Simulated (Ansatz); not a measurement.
Basis-set extrapolation for `C=CC[Si](F)(F)F` (PBE0-D4/def2-TZVP geometry, frozen core, Ansatz). Multiplicity 1, RHF reference.

```csv
,def2-TZVPP,def2-QZVPP
HF,-704.172006,-704.201426
MP2 correlation,-1.349986,-1.464352
CCSD(T) correlation,-1.428521,not run
```

Energies in hartree. Use E(X) = E(∞) + A·exp(−7.88·√X) for Hartree–Fock and E(X) = E(∞) + B·X^(−2.97) for correlation, with X = 3 and 4, and add CCSD(T) minus MP2 of the smaller set to the MP2 limit.

Task: What is the CCSD(T) energy at the basis-set limit?

Result: HF limit: -704.201426 + (-0.029420) × 0.13774 = -704.20548. MP2 limit: -1.464352 + (-0.114366) × 0.74074 = -1.54907. Higher-order term: -1.428521 − (-1.349986) = -0.07854. Total: -705.83309 hartree, 6.33 eV below CCSD(T)/def2-TZVPP.
